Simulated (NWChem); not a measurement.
The numbers come from NWChem runs, not from measurements. System: iodine monochloride (ClI), charge 0, spin multiplicity 1, optimised in this run. Level: B3LYP/def2-SVP with def2 effective core potentials on I.

Input file:

```
start mol
memory heap 200 mb stack 800 mb global 1000 mb
geometry units angstroms
  Cl     0.000000     0.000000     1.746254
  I      0.000000     0.000000    -0.560119
  symmetry group C2v
end
basis spherical
  * library def2-svp
end
ecp
  I library def2-ecp
end
dft
  xc b3lyp
  semidirect memsize 60000000 filesize 0
  iterations 100
  grid fine
  convergence energy 1e-8
end
driver
  maxiter 80
end
task dft optimize
task dft freq numerical
```

Output (cleaned and shortened):

```
             Northwest Computational Chemistry Package (NWChem) 7.3.0
             --------------------------------------------------------

                                NWChem Input Module
                                -------------------

 Scaling coordinates for geometry "geometry" by  1.889725989
 (inverse scale =  0.529177249)

 Turning off AUTOSYM since
 SYMMETRY directive was detected!

          ------
          auto-z
          ------

                             Geometry "geometry" -> ""
                             -------------------------

 Output coordinates in angstroms (scale by  1.889725989 to convert to a.u.)

  No.       Tag          Charge          X              Y              Z
 ---- ---------------- ---------- -------------- -------------- --------------
    1 Cl                  17.0000     0.00000000     0.00000000     1.74625384
    2 I                   53.0000     0.00000000     0.00000000    -0.56011916

 Effective nuclear repulsion energy (a.u.)     206.7266228614

            Nuclear Dipole moment (a.u.)
            ----------------------------
        X                 Y               Z
 ---------------- ---------------- ----------------
     0.0000000000     0.0000000000     0.0000000000

      Symmetry information
      --------------------

 Group name             C2v
 Group number             16
 Group order               4
 No. of unique centers     2

      Symmetry unique atoms

     1    2


 Summary of "ao basis" -> "" (spherical)
 ------------------------------------------------------------------------------
       Tag                 Description            Shells   Functions and Types
 ---------------- ------------------------------  ------  ---------------------
 *                          def2-svp                  on all atoms

                           NWChem Geometry Optimization
                           ----------------------------

 maximum gradient threshold         (gmax) =   0.000450
 rms gradient threshold             (grms) =   0.000300
 maximum cartesian step threshold   (xmax) =   0.001800
 rms cartesian step threshold       (xrms) =   0.001200
[...]
 Dependent rotation vector no.                    3
  found in ECKART; assuming linear geometry
 Projected Nuclear Hessian trans-rot subspace norm:1.9259D-34
                         (should be close to zero!)

          --------------------------------------------------------
          MASS-WEIGHTED PROJECTED HESSIAN (Hartree/Bohr/Bohr/Kamu)
          --------------------------------------------------------

               1            2            3            4            5            6
   ----- ----- ----- ----- -----
    1    0.00000D+00
    2    0.00000D+00  0.00000D+00
    3    0.00000D+00  0.00000D+00  3.95555D+00
    4    0.00000D+00  0.00000D+00  0.00000D+00  0.00000D+00
    5    0.00000D+00  0.00000D+00  0.00000D+00  0.00000D+00  0.00000D+00
    6    0.00000D+00  0.00000D+00 -2.07642D+00  0.00000D+00  0.00000D+00  1.09000D+00

 center of mass
 --------------
 x =   0.00000000 y =   0.00000000 z =  -0.16033806

 moments of inertia (a.u.)
 ------------------
         557.939573786216           0.000000000000           0.000000000000
           0.000000000000         557.939573786216           0.000000000000
           0.000000000000           0.000000000000           0.000000000000

 Rotational Constants
 --------------------
 A=   0.000000 cm-1  (  0.000000 K)
 B=   0.107897 cm-1  (  0.155237 K)
 C=   0.107897 cm-1  (  0.155237 K)

 Temperature                      =   298.15K
 frequency scaling parameter      =   1.0000

 Linear Molecule

 Zero-Point correction to Energy  =    0.522 kcal/mol  (  0.000831 au)
 Thermal correction to Energy     =    2.219 kcal/mol  (  0.003536 au)
 Thermal correction to Enthalpy   =    2.811 kcal/mol  (  0.004479 au)

 Total Entropy                    =   59.239 cal/mol-K
   - Translational                =   41.135 cal/mol-K (mol. weight = 161.8693)
   - Rotational                   =   17.004 cal/mol-K (symmetry #  =        1)
   - Vibrational                  =    1.100 cal/mol-K

 Cv (constant volume heat capacity) =    6.509 cal/mol-K
   - Translational                  =    2.979 cal/mol-K
   - Rotational                     =    1.986 cal/mol-K
   - Vibrational                    =    1.543 cal/mol-K


 ----------------------------------------------------------------------------
 Normal Eigenvalue ||    Projected Derivative Dipole Moments (debye/angs)
  Mode   [cm**-1]  ||      [d/dqX]             [d/dqY]           [d/dqZ]
 ------ ---------- || ------------------ ------------------ -----------------
    1        0.000 ||      -0.097               0.000             0.000
    2        0.000 ||       0.000              -0.097             0.000
    3        0.000 ||       0.051               0.000             0.000
    4        0.000 ||       0.000               0.051             0.000
    5        0.000 ||       0.000               0.000             0.000
    6      365.139 ||       0.000               0.000            -0.285
 ----------------------------------------------------------------------------

 ----------------------------------------------------------------------------
 Normal Eigenvalue ||           Projected Infra Red Intensities
  Mode   [cm**-1]  || [atomic units] [(debye/angs)**2] [(KM/mol)] [arbitrary]
 ------ ---------- || -------------- ----------------- ---------- -----------
    1        0.000 ||    0.000409           0.009         0.399       5.371
    2        0.000 ||    0.000409           0.009         0.399       5.371
    3        0.000 ||    0.000113           0.003         0.110       1.480
    4        0.000 ||    0.000113           0.003         0.110       1.480
    5        0.000 ||    0.000000           0.000         0.000       0.000
    6      365.139 ||    0.003525           0.081         3.437      46.298
 ----------------------------------------------------------------------------

 Task  times  cpu:       54.3s     wall:       54.3s

 Total times  cpu:       70.9s     wall:       70.9s
```
